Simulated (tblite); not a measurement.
Species: CH8NOSSi3 (doublet state).
Z-matrix (Å and degrees, GFN2-xTB geometry), rows numbered from 1:
```
N 
C   1  1.2067
Si  2  1.9591  1  122.29
S   3  2.1071  2  109.41  1    23.26
Si  4  2.1852  3  104.43  2   -38.73
O   5  1.6043  4  109.06  3   -47.73
Si  6  1.6248  5  165.98  4    59.52
H   2  1.0915  1  126.78  3  -178.43
H   3  1.4552  2  107.23  1   139.43
H   3  1.4600  2  104.18  1   -99.32
H   5  1.4434  4  109.90  3    76.94
H   5  1.4550  4  100.77  3  -158.48
H   7  1.4642  6  105.54  5  -100.62
H   7  1.4602  6  108.66  5    19.16
H   7  1.4590  6  104.53  5   140.34
```

Computed with GFN2-xTB (tblite): harmonic, unscaled wavenumbers at the GFN2-xTB geometry, gas phase. Against measured fundamentals such values can be off by several per cent, at times by over 20. Modes of hydrogen on silicon can be 10 to 20 % off. One conformer, not necessarily the lowest. Open shells enter through the occupations alone, without spin polarisation, and single modes of such species can be off by tens of per cent.

Harmonic wavenumbers (cm⁻¹): 32.0, 54.6, 61.2, 67.6, 85.2, 96.2, 128.2, 152.1, 212.5, 324.6, 416.6, 433.9, 509.9, 520.3, 532.2, 563.6, 571.0, 587.1, 600.5, 610.3, 657.0, 708.9, 733.5, 747.4, 760.3, 766.9, 780.7, 817.4, 1050.7, 1121.5, 1865.6, 2242.7, 2276.6, 2284.0, 2294.7, 2324.9, 2331.8, 2419.8, 2826.7.

A = 1494, B = 978.1, C = 793.3 MHz; mass 165.963 u (most abundant isotopes); point group C1, symmetry number 1; spin multiplicity 2.

**Question.** What is the zero-point energy?

**Answer.** Half the sum of the wavenumbers: 17785 cm⁻¹ = 212.76 kJ/mol.

**Question.** Entropy at 200 K, 1 bar (ideal gas, RRHO, classical rotation)?

**Answer.** Translation 164.31, rotation 120.57, vibration 127.59, spin (R ln 2) 5.76: S = 418.2 J/(mol K).

**Question.** And Cp and H(200 K) − H(0)?

**Answer.** Cp = 147.20 J/(mol K), of which vibrations give 113.94 (their classical limit is 39 R = 324.3); H(200 K) − H(0) = 19.35 kJ/mol without the zero-point energy, 12.69 from vibrations.

**Question.** Which modes carry the vibrational entropy at 200 K?

**Answer.** 32.0 cm⁻¹: 20.54; 54.6 cm⁻¹: 16.14; 61.2 cm⁻¹: 15.20; 67.6 cm⁻¹: 14.39; 85.2 cm⁻¹: 12.51; 96.2 cm⁻¹: 11.54 J/(mol K); the other 33 give 37.26 together.

**Question.** What must be added to the electronic energy to get the Gibbs energy at 200 K and 1 bar?

**Answer.** ZPE + [H(200 K) − H(0)] − T·S = 212.76 + 19.35 − 83.64 = 148.47 kJ/mol.

**Question.** How do the functions run with temperature in this model?

**Answer.** 
| T (K) | S (J/(mol K)) | Cp (J/(mol K)) | H − H(0) (kJ/mol) | G − H(0) (kJ/mol) | ln q(vib) |
| --- | --- | --- | --- | --- | --- |
| 150 | 379.6 | 122.3 | 12.61 | -44.34 | 5.74 |
| 250 | 453.6 | 170.6 | 27.30 | -86.11 | 9.58 |
| 298.15 | 485.4 | 189.9 | 35.99 | -108.72 | 11.31 |
| 400 | 545.8 | 220.6 | 57.00 | -161.31 | 14.77 |
| 600 | 643.0 | 258.5 | 105.23 | -280.59 | 20.89 |
| 900 | 755.0 | 293.2 | 188.44 | -491.08 | 28.65 |

q(vib) and H(0) count from the zero-point level.

**Question.** Blend soft modes into free rotors: weight 1/[1 + (100 cm⁻¹/ν̃)⁴] for the oscillator and the rest for a rotor with moment μB/(μ + B), μ = h/(8π²ν), B = 10⁻⁴⁴ kg m². What vibrational entropy results?

**Answer.** 113.08 J/(mol K) in place of 127.59, which changes −T·S at 200 K by +2.90 kJ/mol.

Hindered rotation and anharmonicity are outside this model. Other conformers, if any are populated, would add a mixing term that is left out. The structure is chiral; the term R ln 2 for an equal mix with its mirror image is left out.
